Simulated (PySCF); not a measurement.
Vertical excitations of a molecule C₅H₉Cl from TDDFT-B3LYP/def2-SVPD (PySCF 2.14.0), as energy in eV (oscillator strength): 7.14 (0.011), 7.16 (0.019), 7.30 (0.034), 7.55 (0.051), 7.61 (0.006), 7.71 (0.012), 7.83 (0.044), 8.08 (0.006), 8.11 (0.006), 8.22 (0.031). Lowest triplet (TDA): 6.53 eV. Coordinates come from a PBE0-D3(BJ)/def2-SVP optimisation. One conformer was computed; it need not be the lowest.

Q: Which structure fits?
A. CC1(CCl)CC1
B. CCC/C=C\Cl
C. CC(C)/C=C\Cl
D. C[C@@H]1CC[C@@H]1Cl

A: A, CC1(CCl)CC1
